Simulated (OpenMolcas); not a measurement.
Ta3+ (d2) among equal point charges was computed by CASSCF with the d shell active (OpenMolcas, ANO-RCC-VDZP on the metal). Its lowest spin-free states, and all those of the highest spin:

```csv
2S+1,Degeneracy,E (cm-1)
3,3,0.0
1,3,9419
1,2,9595
3,3,12046
1,1,19813
3,3,20902
1,3,23116
1,3,25385
3,1,25559
1,2,36900
1,1,51155
```

Question: Is the site octahedral, tetrahedral or cube-like, axial, or of lower symmetry?

Answer: The states with 2S+1 = 3 have orbital degeneracies 3, 3, 3, 1. Threefold states need a cubic site. For d2 at this spin an octahedron puts the threefold T1 below the threefold T2 and a tetrahedron or cube puts the single A2 below the threefold T2, so the site is octahedral. The run had Ta3+ among 6 point charges of -1 e arranged as an octahedron (Oh), 1.97 Å from the ion.

An orbital triplet at a regular site is open to Jahn-Teller coupling, which can distort the site and quench the lowest spin-orbit gaps and is left out. Without dynamic correlation the repulsion within the d shell is too large (B by tens of per cent), so at a given field states of lower spin stand too high. This field is weak: 10Dq is about 13623 cm-1, while octahedral complexes of 5d ions of charge 3 and more, computed by the same method with explicit ligands, had a median near 35000 cm-1. Ground spin and moment need not be those of a real site. Point charges carry no covalency, so the field is a model and not that of real ligands. No measured value stands beside these numbers.
